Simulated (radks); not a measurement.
Question: The cobalt ion Co+, 26 electrons, occupied as [Ar] 3d7 4s1 (not the ground configuration). Calculated with a radial shooting solver on a logarithmic mesh with Libxc functionals: Dirac Kohn-Sham, PBEsol, spin-unpolarised, spherical densities, finite nucleus; open shells are shared between the two j in proportion to 2j + 1; Fermi nuclear charge, rms radius 3.7875 fm. Some entries of the table are withheld. Estimate them.

| orbital | occ. | eigenvalue (Ry) | <1/r> (bohr^-1) | <r> (bohr) |
|---|---|---|---|---|
| 1s1/2 | 2 | -558.0485 | 27.02 | 0.05623 |
| 2s1/2 | 2 | -66.62485 | 5.833 | 0.2555 |
| 2p1/2 | 2 | -57.90294 | (1) | 0.2229 |
| 2p3/2 | 4 | -56.81501 | (2) | 0.2261 |
| 3s1/2 | 2 | -8.15374 | 1.836 | 0.7746 |
| 3p1/2 | 2 | -5.55478 | (3) | 0.8104 |
| 3p3/2 | 4 | -5.41863 | (4) | 0.8202 |
| 3d3/2 | 2.8 | -1.25720 | 1.300 | 1.044 |
| 3d5/2 | 4.2 | -1.24288 | 1.293 | 1.050 |
| 4s1/2 | 1 | -0.93766 | 0.4979 | 2.612 |

Answer: 
(1) 2p1/2 <1/r> (bohr^-1): 5.784
(2) 2p3/2 <1/r> (bohr^-1): 5.673
(3) 3p1/2 <1/r> (bohr^-1): 1.706
(4) 3p3/2 <1/r> (bohr^-1): 1.680
